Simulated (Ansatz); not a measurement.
C5H12Si, charge +1, doublet, at a GFN2-xTB geometry (a state made from the parent by changing its charge; the spin is typed, not shown lowest). Base run: BLYP/STO-3G (Ansatz, a program for electronic structure).

Here is a job for Ansatz.
Ansatz 0.2 input:
```yaml
crystal:
  periodic: [false, false, false]
  atoms:
    - {symbol: C, position_ang: [1.98742222, -0.71387019, 1.21039640]}
    - {symbol: C, position_ang: [1.55347815, 0.02772452, 0.23549644]}
    - {symbol: Si, position_ang: [-0.40674766, 0.15074491, -0.16653861]}
    - {symbol: C, position_ang: [-0.62098056, 1.98758016, -0.57878704]}
    - {symbol: C, position_ang: [-1.51306925, -0.51904359, 1.21237923]}
    - {symbol: C, position_ang: [-0.22472511, -1.09503153, -1.63248113]}
    - {symbol: H, position_ang: [3.02814494, -0.66592410, 1.52054307]}
    - {symbol: H, position_ang: [1.38616650, -1.39444468, 1.79194372]}
    - {symbol: H, position_ang: [2.13537443, 0.66765115, -0.40495820]}
    - {symbol: H, position_ang: [-1.65171731, 2.18907041, -0.86195158]}
    - {symbol: H, position_ang: [0.01401259, 2.29848376, -1.40600822]}
    - {symbol: H, position_ang: [-0.39466899, 2.63030928, 0.26936202]}
    - {symbol: H, position_ang: [-1.34268535, 0.00041892, 2.15316636]}
    - {symbol: H, position_ang: [-2.56436871, -0.38211288, 0.96723872]}
    - {symbol: H, position_ang: [-1.36417064, -1.58259184, 1.38769868]}
    - {symbol: H, position_ang: [0.45494310, -0.72256590, -2.39229668]}
    - {symbol: H, position_ang: [0.11608295, -2.07310296, -1.30794618]}
    - {symbol: H, position_ang: [-1.21539909, -1.19977601, -2.06727446]}
basis:
  gaussian:
    orbitals: STO-3G
hamiltonian:
  xc: blyp
total_charge: 1
magnetization: {spin_polarized: true, initial_magnetization: 1}
```

The base run was repeated with changes; each row names its change, and settings that it needs were set with it.

```
change                                        E (Eh)  SCF-reference <S^2>  core-seconds (rough)
----------------------------------------  ----------  -------------------  --------------------
base                                      -481.08602                0.752                     4
functional = SVWN5                        -478.18824                0.751                     2
functional = b3lyp                        -481.27369                0.754                     5
functional = revpbe                       -481.16456                0.752                     5
functional = B97M-V                       -481.25970                0.754                    20
functional = wB97M-V                      -481.23593                0.754                    20
functional = b3lyp5                       -481.07050                0.754                     3
functional = PBE-QIDH                     -480.60082                0.778                     5
functional = b3lyp; dispersion = d3bjatm  -481.30062                0.754                     4
functional = B2GP-PLYP                    -480.63086                0.775                     7
functional = b3lyp; dispersion = d4       -481.29514                0.754                     5
functional = hf                           -479.37886                0.800                     3
functional = wB97X                        -481.23329                0.756                    10
```

Total energies compare only within one method and basis.
